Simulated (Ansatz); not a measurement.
Total energies of Br$_{3}$ClTi, SMILES `[Cl][Ti]([Br])([Br])[Br]`.

```xyz
5

Cl    1.9471    0.9512   -0.3374
Ti    0.0292    0.0143   -0.0051
Br    0.3105   -2.2743    0.2034
Br   -0.9167    0.8522    1.9348
Br   -1.3700    0.4566   -1.7957
```

Charge 0, multiplicity 1. Correlated methods include outer-core shells of Br, Ti, which these sets cover unevenly. Scalar relativity is left out up to krypton. The geometry is a stationary point of PBE0-D4/def2-TZVP. Basis def2-TZVPP, Ansatz 0.2.0.

RPA on PBE orbitals: Hartree–Fock energy of these orbitals -9025.29086 Eh, correlation -2.19198 Eh (frozen core).

```csv
functional,energy without D4 (Eh),D4 term (kJ/mol)
LDA (SPW92),-9018.26641,–
PBE,-9030.87576,-27.0
revPBE,-9031.58839,-53.8
BLYP,-9032.54352,-55.2
r2SCAN,-9032.34125,-5.8
B97M-V,-9030.71531,–
PBE0,-9031.17532,-23.7
B3LYP,-9032.53620,-44.9
r2SCANh,-9032.31744,-6.6
r2SCAN0,-9032.28512,-7.6
HSE06 (plane-wave form),-9031.17359,-22.9
BHLYP,-9032.34341,-45.4
CAM-B3LYP,-9032.83161,-25.6
LC-ωPBE,-9031.02181,–
ωB97X-V,-9031.50769,–
ωB97M-V,-9031.90207,–
B2PLYP,-9030.99588,–
PBE-QIDH,-9030.05800,–
```

B3LYP takes the VWN-RPA correlation (the form of Gaussian; ORCA's B3LYP/G). HSE06 is the plane-wave form, built on full-range PBE exchange. The double hybrids freeze the cores in their second-order part.

LC-ωPBE has ω = 0.4 bohr⁻¹.
